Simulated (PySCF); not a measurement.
Gas-phase reaction: TiCl₄ + 2 H + O = TiCl₄.H₂O

Computed with PySCF and rigid-rotor harmonic-oscillator thermochemistry at 1 bar. † marks an energy on the PBE0/def2-TZVP geometry and frequencies; other levels use their own. MP2 freezes the core. 6-31G* has spherical d functions here. Open shells (unrestricted): H (multiplicity 2), O (multiplicity 3, electronic degeneracy 9); the rest are closed-shell singlets. Spin-orbit splitting is ignored; it lowers the true energy and changes the entropy of O. Adducts (TiCl₄.H₂O) have no counterpoise correction, and HF, PBE, BLYP, B3LYP and PBE0 lack dispersion. TiCl₄.H₂O: computed as isolated molecules; such fragments, hydroxides, amides, oligomers or adducts are transient or little studied in the gas. MP2 isn't extrapolated to the basis-set limit; its ΔH°(298 K) is -900.7 kJ in def2-SVP and -943.2 kJ in def2-TZVPP. The harmonic model lacks anharmonicity and excited electronic states, which grow with temperature; levels with a mode under 35 cm⁻¹ are left out. Soft modes under 120 cm⁻¹ make the harmonic entropy rough for TiCl₄, TiCl₄.H₂O.

```tsv
level	ΔE electronic, kJ	ΔH°(298 K), kJ	ΔS°(298 K), J/K	ΔG°(800 K), kJ
BLYP/def2-TZVP†	-976	-921	-318	-662
HF/6-31G*	-657	-598	-315	-341
MP2/def2-SVP†	-955	-901	-318	-642
PBE/def2-SVP	-1008	-956	-321	-695
PBE0/def2-QZVP†	-978	-924	-318	-665
PBE0/def2-SVP†	-980	-926	-318	-667
```
ΔH° is lowest at PBE/def2-SVP and highest at HF/6-31G*. No reference value is set beside these.
